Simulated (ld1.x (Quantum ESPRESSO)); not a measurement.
**O (Z = 8), TM: configuration errors across variants**

oxygen, norm-conserving Troullier–Martins (Kleinman–Bylander form), made with ld1.x (Quantum ESPRESSO) 7.5 (BLYP, fully relativistic). Core [He], reference 2s2 2p3 (charge +1). Waves: 2s (bound): rc 0.95 bohr; 2p (bound): rc 1.10 bohr. Local part: all-electron potential smoothed inside 0.85 bohr (lloc = -1). Core correction: none.

Open shells are filled in proportion to 2j + 1 (rel_dist='average').

All-electron excitation energies from the reference (eV): (1) 2s2 2p4 -16.428; (2) 2s2 2p2 33.609; (3) 2s2 2p1 87.546; (4) 2s2 2p3.5 -10.146; (5) 2s2 2p0 164.578; (6) 2s1 2p4 15.093; (7) 2s2 2p4.3 -18.549.

Errors AE − PS in meV (a dash: test not solved or not reliable):

```tsv
change	(1)	(2)	(3)	(4)	(5)	(6)	(7)	bound ghosts
base	+5.7	+29	+220	+2.3	+914	+24	+7.0	none
all radii scaled by about 0.76 (s 0.72, p 0.84 bohr); local potential all-electron potential smoothed inside 0.64 bohr (lloc = -1)	+3.3	+15	+130	+1.3	+626	+23	+4.1	none
all radii scaled by about 1.11 (s 1.06, p 1.22 bohr); local potential all-electron potential smoothed inside 0.94 bohr (lloc = -1)	+9.1	+43	+315	+3.6	+1229	+30	+11	none
all radii scaled by about 1.24 (s 1.18, p 1.36 bohr); local potential all-electron potential smoothed inside 1.06 bohr (lloc = -1)	+14	+64	+453	+5.5	+1686	+37	+17	none
all radii scaled by about 1.36 (s 1.28, p 1.50 bohr); local potential all-electron potential smoothed inside 1.16 bohr (lloc = -1)	+21	+94	+642	+8.3	+2295	+45	+27	none
```

(1) Give the same row for: all radii scaled by about 0.93 (s 0.88, p 1.02 bohr); local potential all-electron potential smoothed inside 0.78 bohr (lloc = -1).

## Answers

(1) +4.5, +22, +179, +1.9, +781, +23, +5.5; bound ghosts: none.
